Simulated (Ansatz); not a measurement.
Compare A (`C#[C][AlH][CH2]C`) with its isomer B (`C=C[C](=C)[AlH2]`).

Calculated with Ansatz (gas phase, PBE0-D4/def2-TZVP geometries, no zero-point term in ΔE). CCSD(T)/CBS is the MP2 limit (def2-TZVPP, def2-QZVPP) plus CCSD(T) − MP2 in def2-TZVPP, frozen cores. DFT in def2-TZVPP. B3LYP here is the variant with VWN-RPA as its local correlation; programs differ in this. One conformer a species, not always the lowest.

Q: Which isomer does CCSD(T)/CBS put lower? Give the gap. (An estimate is asked.)

A: Ansatz gave: A, by 3.2 kcal/mol.

Q: Give E(B) − E(A) in kcal/mol with PBE0-D4, MP2/def2-TZVPP, PBE-D4, B2PLYP, B3LYP-D4, B3LYP, r2SCAN-D4. (Best estimate.)

A: The calculation gave: PBE0-D4 -0.4, MP2/def2-TZVPP 5.6, PBE-D4 -1.3, B2PLYP 3.1, B3LYP-D4 -0.3, B3LYP 1.1, r2SCAN-D4 0.9. The order is the other way round with PBE0-D4, PBE-D4, B3LYP-D4.

Largest T1 diagnostic: 0.012.

The D4 term adds −1.4 kcal/mol with B3LYP and −0.7 kcal/mol with PBE0; it sums over pairs of atoms, weighted by their polarisabilities, and B3LYP, whose exchange is more repulsive, gets the larger term.
